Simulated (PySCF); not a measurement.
CH₄OZn, triplet, at the geometry of the source list (a higher spin typed on purpose: for a closed-shell molecule this is an excited state), with bond 4-2 at 1.4 times its length; CASSCF(6,5)/6-31G* run with PySCF.

PySCF was given this input:
```python
from pyscf import gto, scf, mcscf
import numpy

mol = gto.Mole()
mol.atom = '''
    Zn    0.06480000   -0.50570000    0.53510000
    C    -0.10660000    1.10470000   -0.62310000
    H    -0.85530000    1.78800000   -0.24170000
    H    -0.53206000    0.67504000   -2.01400000
    H     0.82600000    1.64450000   -0.70700000
    O     0.38240000   -2.14860000    0.95780000
    H     0.09920000   -2.68060000    1.69540000
'''
mol.basis = '6-31g*'
mol.spin = 2
mol.verbose = 4
mol.build()

mf = scf.ROHF(mol)
mf.kernel()
mc = mcscf.CASSCF(mf, 5, 6)
mc.fix_spin_(ss=2.0)
mc.kernel()
occ = numpy.linalg.eigvalsh(mc.fcisolver.make_rdm1(mc.ci, mc.ncas, mc.nelecas))[::-1]
ss = mc.fcisolver.spin_square(mc.ci, mc.ncas, mc.nelecas)[0]
print('natural occupations', occ.round(4), ' <S^2>', round(ss, 4))
```

**Question.** What does PySCF print? Leave out banner, timings and long lists.

**Answer.** 
```
PySCF version 2.14.0

[INPUT] verbose = 4
[INPUT] num. atoms = 7
[INPUT] num. electrons = 48
[INPUT] charge = 0
[INPUT] spin (= nelec alpha-beta = 2S) = 2
[INPUT] symmetry False subgroup None
[INPUT] Mole.unit = angstrom
[INPUT] Symbol           X                Y                Z      unit          X                Y                Z       unit  Magmom
[...]
nuclear repulsion = 169.844716110325
number of shells = 32
number of NR pGTOs = 167
number of NR cGTOs = 70
basis = 6-31g*
ecp = {}

******** <class 'pyscf.scf.rohf.ROHF'> ********
method = ROHF
initial guess = minao
damping factor = 0
level_shift factor = 0
DIIS = <class 'pyscf.scf.diis.CDIIS'>
diis_start_cycle = 1
diis_space = 8
diis_damp = 0
SCF conv_tol = 1e-09
SCF conv_tol_grad = None
SCF max_cycles = 50
direct_scf = True
direct_scf_tol = 1e-13
num. doubly occ = 23  num. singly occ = 2
Set gradient conv threshold to 3.16228e-05
init E= -1891.92365504476
[...]
cycle= 1 E= -1892.17650272265  delta_E= -0.253  |g|= 0.637  |ddm|= 2.11
[...]
cycle= 2 E= -1891.85722098227  delta_E= 0.319  |g|= 1.21  |ddm|= 1.33
[...]
cycle= 3 E= -1892.27169198996  delta_E= -0.414  |g|= 0.333  |ddm|= 1.14
[...]
cycle= 4 E= -1892.29904461366  delta_E= -0.0274  |g|= 0.18  |ddm|= 0.297
[...]
cycle= 5 E= -1892.30934028022  delta_E= -0.0103  |g|= 0.0655  |ddm|= 0.215
[...]
cycle= 6 E= -1892.31107826492  delta_E= -0.00174  |g|= 0.0213  |ddm|= 0.0771
[...]
cycle= 7 E= -1892.31140167469  delta_E= -0.000323  |g|= 0.00464  |ddm|= 0.0386
[...]
cycle= 8 E= -1892.3114368099  delta_E= -3.51e-05  |g|= 0.0034  |ddm|= 0.0117
[...]
cycle= 9 E= -1892.31144767333  delta_E= -1.09e-05  |g|= 0.000875  |ddm|= 0.00897
[...]
cycle= 10 E= -1892.31145060134  delta_E= -2.93e-06  |g|= 0.000443  |ddm|= 0.00525
[...]
cycle= 11 E= -1892.31145155053  delta_E= -9.49e-07  |g|= 0.000174  |ddm|= 0.00453
[...]
cycle= 12 E= -1892.31145164879  delta_E= -9.83e-08  |g|= 8.96e-05  |ddm|= 0.0016
[...]
cycle= 13 E= -1892.31145166919  delta_E= -2.04e-08  |g|= 4.02e-05  |ddm|= 0.00069
[...]
cycle= 14 E= -1892.31145167392  delta_E= -4.74e-09  |g|= 1.84e-05  |ddm|= 0.000323
[...]
cycle= 15 E= -1892.31145167473  delta_E= -8.1e-10  |g|= 7.97e-06  |ddm|= 0.000148
[...]
Extra cycle  E= -1892.31145167483  delta_E= -1e-10  |g|= 4.89e-06  |ddm|= 2.68e-05
converged SCF energy = -1892.31145167483

******** <class 'pyscf.mcscf.mc1step.CASSCF'> ********
CAS (4e+2e, 5o), ncore = 21, nvir = 44
max_cycle_macro = 50
max_cycle_micro = 4
conv_tol = 1e-07
conv_tol_grad = None
orbital rotation max_stepsize = 0.02
orbital rotation threshold for CI restart = 0.01
augmented hessian ah_max_cycle = 30
augmented hessian ah_conv_tol = 1e-12
augmented hessian ah_linear dependence = 1e-14
augmented hessian ah_level shift = 1e-08
augmented hessian ah_start_tol = 2.5
augmented hessian ah_start_cycle = 3
augmented hessian ah_grad_trust_region = 3
kf_trust_region = 3
kf_interval = 4
ci_response_space = 4
ci_grad_trust_region = 3
with_dep4 0
natorb = False
canonicalization = True
sorting_mo_energy = False
ao2mo_level = 2
internal_rotation = False
******** <class 'pyscf.fci.addons.SpinPenaltyFCISolver'> ********
max. cycles = 50
conv_tol = 1e-08
davidson only = True
linear dependence = 1e-12
level shift = 0.001
max iter space = 12
nroots = 1
pspace_size = 400
spin = None
CASCI E = -1892.31226506653  S^2 = 2.0000000
Set conv_tol_grad to 0.000316228
macro iter   1 ( 21 JK    4 micro), CASSCF E = -1892.31682863665  dE = -4.56357013e-03  S^2 = 2.0000000
               |grad[o]|=0.00664  |grad[c]|=0.0147  |ddm|=0.0328  |maxRot[o]|=0.312
macro iter   2 ( 21 JK    4 micro), CASSCF E = -1892.32452352094  dE = -7.69488429e-03  S^2 = 2.0000000
               |grad[o]|=0.028  |grad[c]|=0.0128  |ddm|=0.0139  |maxRot[o]|=0.311
macro iter   3 ( 21 JK    4 micro), CASSCF E = -1892.32663778555  dE = -2.11426461e-03  S^2 = 2.0000000
               |grad[o]|=0.0199  |grad[c]|=0.0105  |ddm|=0.00595  |maxRot[o]|=0.106
macro iter   4 ( 21 JK    4 micro), CASSCF E = -1892.32717361888  dE = -5.35833329e-04  S^2 = 2.0000000
               |grad[o]|=0.012  |grad[c]|=0.0102  |ddm|=0.00242  |maxRot[o]|=0.0357
macro iter   5 ( 21 JK    4 micro), CASSCF E = -1892.32746810689  dE = -2.94488014e-04  S^2 = 2.0000000
               |grad[o]|=0.00857  |grad[c]|=0.00908  |ddm|=0.00218  |maxRot[o]|=0.0278
macro iter   6 ( 21 JK    4 micro), CASSCF E = -1892.32764934036  dE = -1.81233466e-04  S^2 = 2.0000000
               |grad[o]|=0.00642  |grad[c]|=0.00857  |ddm|=0.00222  |maxRot[o]|=0.023
macro iter   7 ( 21 JK    4 micro), CASSCF E = -1892.32776658682  dE = -1.17246455e-04  S^2 = 2.0000000
               |grad[o]|=0.00531  |grad[c]|=0.00832  |ddm|=0.00232  |maxRot[o]|=0.023
macro iter   8 ( 21 JK    4 micro), CASSCF E = -1892.32784173504  dE = -7.51482241e-05  S^2 = 2.0000000
               |grad[o]|=0.00515  |grad[c]|=0.00724  |ddm|=0.00198  |maxRot[o]|=0.0165
macro iter   9 ( 21 JK    4 micro), CASSCF E = -1892.32790208506  dE = -6.03500221e-05  S^2 = 2.0000000
               |grad[o]|=0.00527  |grad[c]|=0.00731  |ddm|=0.00291  |maxRot[o]|=0.0555
macro iter  10 ( 21 JK    4 micro), CASSCF E = -1892.32799728935  dE = -9.52042890e-05  S^2 = 2.0000000
               |grad[o]|=0.00545  |grad[c]|=0.0068  |ddm|=0.00228  |maxRot[o]|=0.0504
macro iter  11 ( 21 JK    4 micro), CASSCF E = -1892.32836827229  dE = -3.70982935e-04  S^2 = 2.0000000
               |grad[o]|=0.00541  |grad[c]|=0.00402  |ddm|=0.00216  |maxRot[o]|=  0.1
macro iter  12 ( 17 JK    4 micro), CASSCF E = -1892.32847607525  dE = -1.07802967e-04  S^2 = 2.0000000
               |grad[o]|=0.00363  |grad[c]|=0.00839  |ddm|=0.00274  |maxRot[o]|=0.0575
macro iter  13 ( 20 JK    4 micro), CASSCF E = -1892.32846577118  dE =  1.03040722e-05  S^2 = 2.0000000
               |grad[o]|=0.00201  |grad[c]|=0.00372  |ddm|=0.00231  |maxRot[o]|=0.0438
macro iter  14 ( 21 JK    4 micro), CASSCF E = -1892.32849801242  dE = -3.22412443e-05  S^2 = 2.0000000
               |grad[o]|=0.00268  |grad[c]|=0.00333  |ddm|=0.00149  |maxRot[o]|=0.0696
macro iter  15 ( 20 JK    4 micro), CASSCF E = -1892.32848234551  dE =  1.56669128e-05  S^2 = 2.0000000
               |grad[o]|=0.00103  |grad[c]|=0.00162  |ddm|=0.00108  |maxRot[o]|=0.0621
macro iter  16 ( 24 JK    4 micro), CASSCF E = -1892.32848963347  dE = -7.28795703e-06  S^2 = 2.0000000
               |grad[o]|=0.000869  |grad[c]|=0.000719  |ddm|=0.000334  |maxRot[o]|=0.0192
macro iter  17 ( 17 JK    4 micro), CASSCF E = -1892.32850668863  dE = -1.70551596e-05  S^2 = 2.0000000
               |grad[o]|=0.000552  |grad[c]|=0.000979  |ddm|=0.000607  |maxRot[o]|=0.0284
macro iter  18 (  7 JK    2 micro), CASSCF E = -1892.32852049896  dE = -1.38103346e-05  S^2 = 2.0000000
               |grad[o]|=0.000322  |grad[c]|=0.00178  |ddm|=0.000708  |maxRot[o]|=0.0445
macro iter  19 (  3 JK    1 micro), CASSCF E = -1892.32852170047  dE = -1.20150276e-06  S^2 = 2.0000000
               |grad[o]|=0.000166  |grad[c]|=0.00029  |ddm|=0.000187  |maxRot[o]|=0.016
macro iter  20 (  5 JK    1 micro), CASSCF E = -1892.32852172733  dE = -2.68682925e-08  S^2 = 2.0000000
               |grad[o]|=7.93e-05  |grad[c]|=8.16e-05  |ddm|=0.000128  |maxRot[o]|=0.00131
1-step CASSCF converged in  20 macro (365 JK  72 micro) steps
CASSCF canonicalization
Density matrix diagonal elements [1.99210666 1.98682962 1.00124327 1.00136986 0.0184506 ]
CASSCF energy = -1892.32852172733
CASCI E = -1892.32852172733  E(CI) = -8.38815762543140  S^2 = 2.0000000
natural occupations [1.9985 1.9825 1.0016 1.0001 0.0174]  <S^2> 2.0
```
